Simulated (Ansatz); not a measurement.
Z-matrix (Å, degrees):
```
Al
F 1 1.634
Br 1 2.222 2 119.0
Br 1 2.222 2 119.0 3 180.0
```

Charge 0, multiplicity 1.

(1) List the PBE0/def2-TZVPP orbital energies in eV (the Gaussian-basis code of Ansatz). (Estimate.)

Results:

(1) The calculation gave: Occupied: -13150.56, -13150.56, -1705.47, -1705.47, -1536.00, -1536.00, -1535.97, -1535.97, -1535.96, -1535.96, -1530.14, -673.66, -239.30, -239.30, -179.62, -179.62, -179.50, -179.50, -179.47, -179.47, -115.88, -75.98, -75.84, -75.83, -73.13, -73.13, -73.09, -73.09, -73.07, -73.07, -72.97, -72.97, -72.97, -72.97, -32.67, -22.14, -21.87, -13.80, -12.30, -12.25, -11.71, -10.42, -9.55, -9.44, -9.17, -8.91. Lowest empty: -1.49, -1.08, 1.18, 1.86, 2.34, 3.96, 3.97, 4.06.
